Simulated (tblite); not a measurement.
Record of a relaxation.

Species: C5H11BSi.
Atom-mapped SMILES: `[CH3:1][B:2]([SiH3:3])[C@H:4]1[C@@H:5]2[CH2:6][C@H:7]12` (hydrogens: H8, H9, H10 on C1; H11, H12, H13 on Si3; H14 on C4; H15 on C5; H16, H17 on C6; H18 on C7)

Computed with GFN2-xTB (tblite), gas phase: L-BFGS steps from a force-field or distance-geometry start until the largest atomic force falls under 0.01 eV/Å. 6 of its 58 geometries are shown.

Step 0: E = -520.2784 eV, largest atomic force 2.920 eV/Å
```
atom  x, y, z in Å  |  force x, y, z in eV/Å
C1     -1.647   -0.932   -1.197    0.287   0.069   0.031
B2     -0.940    0.132   -0.262    0.608   0.355  -0.639
Si3    -1.926    0.938    1.204   -0.015   0.097  -0.012
C4      0.565    0.606   -0.561    1.838  -0.186   0.116
C5      1.549    0.433    0.600   -0.883  -0.723   1.886
C6      2.868   -0.113    0.101   -0.905   1.587  -1.087
C7      1.605   -0.505   -0.621   -0.867  -2.757   0.414
H8     -0.959   -1.256   -1.996   -0.560  -0.151   0.210
H9     -2.547   -0.468   -1.655    0.503  -0.515   0.284
H10    -1.968   -1.811   -0.591    0.091   0.582  -0.640
H11    -3.122    1.620    0.654    0.091  -0.041   0.258
H12    -2.361   -0.107    2.146   -0.101   0.164   0.120
H13    -1.087    1.918    1.907   -0.211   0.038   0.168
H14     0.773    1.464   -1.218   -0.200  -0.283   0.233
H15     1.153   -0.125    1.467    0.126   0.946  -0.006
H16     3.312   -0.905    0.755   -0.075   1.060  -0.908
H17     3.491    0.632   -0.443   -0.041  -0.878   0.674
H18     1.232   -1.515   -0.300    0.315   0.636  -1.101
```

Step 11: E = -521.3663 eV, largest atomic force 0.316 eV/Å
```
atom  x, y, z in Å  |  force x, y, z in eV/Å
C1     -1.590   -0.904   -1.253    0.080   0.257   0.165
B2     -0.906    0.201   -0.360    0.183   0.153   0.191
Si3    -1.897    0.975    1.173    0.047  -0.044  -0.141
C4      0.638    0.517   -0.521   -0.190  -0.120  -0.042
C5      1.447    0.212    0.711    0.069   0.190  -0.051
C6      2.764   -0.061    0.058    0.084  -0.056   0.107
C7      1.515   -0.704   -0.451    0.134   0.104  -0.161
H8     -0.990   -1.321   -2.062   -0.054   0.083   0.047
H9     -2.504   -0.484   -1.668   -0.106  -0.180  -0.132
H10    -1.897   -1.723   -0.600   -0.080  -0.047  -0.112
H11    -3.131    1.637    0.752   -0.144   0.133  -0.037
H12    -2.361   -0.028    2.143    0.035  -0.097   0.007
H13    -1.175    1.952    2.000    0.023   0.012  -0.056
H14     0.962    1.350   -1.152    0.039  -0.129   0.088
H15     1.124    0.119    1.721    0.014  -0.100   0.192
H16     3.436   -0.709    0.614    0.061   0.042  -0.042
H17     3.293    0.701   -0.506   -0.219   0.034  -0.060
H18     1.264   -1.725   -0.609    0.023  -0.233   0.035
```

Step 23: E = -521.4474 eV, largest atomic force 0.175 eV/Å
```
atom  x, y, z in Å  |  force x, y, z in eV/Å
C1     -1.622   -0.852   -1.267    0.033   0.032  -0.009
B2     -0.936    0.229   -0.349   -0.030  -0.072   0.066
Si3    -1.937    1.026    1.142   -0.068   0.060   0.062
C4      0.620    0.425   -0.460    0.063  -0.012   0.034
C5      1.469    0.160    0.754    0.000  -0.097   0.014
C6      2.765   -0.041    0.039    0.027   0.053   0.013
C7      1.538   -0.765   -0.412    0.020  -0.055   0.074
H8     -0.963   -1.224   -2.051   -0.158  -0.062  -0.042
H9     -2.557   -0.515   -1.720    0.100  -0.026   0.014
H10    -1.899   -1.699   -0.630    0.045   0.055  -0.122
H11    -3.191    1.710    0.771    0.066  -0.051   0.046
H12    -2.324   -0.051    2.085   -0.013   0.108  -0.049
H13    -1.184    1.988    1.964   -0.048  -0.013  -0.033
H14     0.974    1.244   -1.091   -0.100   0.049  -0.021
H15     1.189    0.030    1.780    0.072  -0.006  -0.066
H16     3.537   -0.610    0.542    0.008  -0.058   0.023
H17     3.166    0.762   -0.570   -0.036   0.040  -0.045
H18     1.346   -1.811   -0.540    0.019   0.055   0.041
```

Step 34: E = -521.4741 eV, largest atomic force 0.150 eV/Å
```
atom  x, y, z in Å  |  force x, y, z in eV/Å
C1     -1.635   -0.845   -1.304   -0.024   0.041   0.045
B2     -0.947    0.175   -0.319    0.019   0.045   0.069
Si3    -1.960    1.045    1.133   -0.004  -0.031   0.027
C4      0.612    0.371   -0.397   -0.028  -0.065   0.000
C5      1.514    0.137    0.786    0.018  -0.098  -0.011
C6      2.792   -0.027    0.025   -0.003   0.052   0.022
C7      1.571   -0.788   -0.383    0.061  -0.025   0.081
H8     -1.009   -1.192   -2.125   -0.019   0.014   0.039
H9     -2.575   -0.484   -1.719   -0.015   0.063  -0.044
H10    -1.915   -1.720   -0.713    0.051  -0.060  -0.020
H11    -3.213    1.729    0.773    0.028  -0.031  -0.049
H12    -2.365    0.009    2.106   -0.010   0.039   0.016
H13    -1.210    2.035    1.924   -0.007  -0.031  -0.041
H14     0.896    1.211   -1.043    0.038  -0.046   0.031
H15     1.295   -0.018    1.824   -0.011   0.040  -0.077
H16     3.599   -0.577    0.503   -0.101   0.079  -0.078
H17     3.132    0.791   -0.603    0.029  -0.036   0.016
H18     1.412   -1.843   -0.479   -0.019   0.049  -0.026
```

Step 46: E = -521.4910 eV, largest atomic force 0.034 eV/Å
```
atom  x, y, z in Å  |  force x, y, z in eV/Å
C1     -1.655   -0.824   -1.312   -0.016   0.009   0.001
B2     -0.952    0.107   -0.253   -0.001   0.014  -0.006
Si3    -1.982    1.029    1.151    0.025  -0.010  -0.020
C4      0.603    0.295   -0.342   -0.002   0.019   0.013
C5      1.548    0.099    0.811    0.017   0.007   0.003
C6      2.804   -0.004    0.005    0.004  -0.010   0.005
C7      1.605   -0.827   -0.349    0.009   0.014  -0.019
H8     -1.034   -1.092   -2.165    0.002  -0.003   0.009
H9     -2.590   -0.411   -1.688   -0.023   0.011  -0.018
H10    -1.932   -1.755   -0.814    0.012  -0.021   0.002
H11    -3.207    1.696    0.676    0.021  -0.012   0.005
H12    -2.438    0.094    2.195   -0.003   0.012   0.011
H13    -1.220    2.068    1.861   -0.031   0.002   0.013
H14     0.850    1.140   -0.996    0.017   0.000  -0.027
H15     1.368   -0.031    1.856   -0.005  -0.016   0.017
H16     3.648   -0.516    0.455   -0.005   0.017  -0.012
H17     3.093    0.821   -0.639   -0.023  -0.021   0.012
H18     1.484   -1.882   -0.464    0.003  -0.012   0.012
```

Step 57: E = -521.4919 eV, largest atomic force 0.007 eV/Å
```
atom  x, y, z in Å  |  force x, y, z in eV/Å
C1     -1.658   -0.820   -1.313    0.001   0.001   0.001
B2     -0.950    0.108   -0.253   -0.001   0.002   0.001
Si3    -1.978    1.027    1.153   -0.005   0.001   0.002
C4      0.605    0.294   -0.343    0.000   0.002   0.002
C5      1.549    0.098    0.812   -0.001  -0.005  -0.001
C6      2.803   -0.004    0.005    0.000  -0.004   0.000
C7      1.606   -0.829   -0.349   -0.003  -0.001  -0.004
H8     -1.036   -1.087   -2.166   -0.004   0.003  -0.001
H9     -2.594   -0.409   -1.689    0.001   0.000   0.004
H10    -1.929   -1.755   -0.817    0.002   0.002  -0.001
H11    -3.201    1.688    0.669   -0.003  -0.003  -0.002
H12    -2.439    0.101    2.203    0.005  -0.001  -0.003
H13    -1.234    2.074    1.869   -0.005   0.000   0.001
H14     0.857    1.134   -1.002   -0.002  -0.002  -0.001
H15     1.367   -0.039    1.857    0.001   0.007  -0.002
H16     3.651   -0.511    0.450    0.006   0.001   0.002
H17     3.084    0.822   -0.641    0.005  -0.005   0.000
H18     1.486   -1.886   -0.457    0.003   0.001   0.002
```

Question: Summarise the path.

Answer: The energy falls by 1.2135 eV from step 0 to step 57; nine tenths of that is first reached at step 12. It falls at every step. The largest force goes from 2.920 to 0.007 eV/Å. Among the bonds C7–H18 changes most (a near tie, within 0.001 Å, with another), from 1.123 to 1.069 Å; the atoms move by 0.332 Å rms after alignment.

What follows is the cost of the whole relaxation. Time: 0.67 s of wall time. Hardware: one thread of an Arm Neoverse N1, on a shared host.
